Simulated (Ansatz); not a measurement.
Z-matrix (Å, degrees):
```
C
O 1 1.428
H 1 1.090 2 110.3
H 1 1.087 2 105.7 3 -119.7
H 1 1.090 2 110.4 3 120.6
C 2 1.331 1 115.1 3 -60.5
C 6 1.513 2 110.6 1 -178.2
O 6 1.199 2 124.8 1 0.6
C 7 1.505 6 110.7 2 -165.3
H 7 1.092 6 108.3 2 76.3
H 7 1.092 6 109.5 2 -41.9
O 9 1.192 7 124.7 6 -99.0
C 9 1.549 7 115.5 6 83.7
F 13 1.336 9 111.5 7 -40.2
F 13 1.343 9 108.1 7 77.6
F 13 1.317 9 112.1 7 -162.7
```

The species carries charge 0 and has multiplicity 1.

(1) List the PBE/def2-TZVPP orbital energies in eV (the Gaussian-basis code of Ansatz). (Estimate.)

Results:

(1) Computed: Occupied: -661.35, -661.35, -661.30, -512.15, -511.09, -510.38, -275.68, -272.83, -272.31, -270.73, -270.20, -33.55, -31.18, -31.10, -28.48, -27.36, -26.10, -20.44, -18.82, -18.01, -15.98, -15.06, -15.06, -14.65, -13.36, -12.95, -12.70, -12.01, -11.62, -11.59, -11.44, -11.24, -11.01, -10.55, -10.48, -10.17, -9.97, -9.93, -9.50, -9.08, -7.85, -6.98, -6.71. Lowest empty: -2.88, -1.35, 0.26, 0.90, 1.25, 1.55, 1.97, 2.08.
